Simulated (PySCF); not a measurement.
B(F)(H)(SH) (BFH2S), SMILES FBS. Atoms are numbered in the order given.

```xyz
5

B     -0.5410    -0.6003     0.0000
F      0.2886    -1.6357     0.0000
H     -1.7146    -0.7912     0.0000
S      0.1764     1.0510     0.0000
H     -0.9995     1.6990     0.0000
```
Charge 0, spin multiplicity 1.

Geometry optimised at B3LYP-D3(BJ)/def2-TZVP. Other conformers were not sampled.

Level of theory: PBE0/pcJ-1 in PySCF.

Isotropic couplings with Fermi-contact, spin-dipole and both spin-orbit terms, one fixed conformer, no vibrational averaging. Isotopes: 11B, 19F, 1H.

**Question.** Estimate the spin–spin coupling constants. (Estimate from the structure and the level; the computed values follow.)

**Answer.** 
| pair | bonds apart | J (Hz) |
|---|---|---|
| B1–F2 | 1 | -172.9 |
| B1–H3 | 1 | 181.0 |
| B1–H5 | 2 | -4.8 |
| F2–H3 | 2 | 59.2 |
| F2–H5 | 3 | 26.1 |
| H3–H5 | 3 | 5.3 |
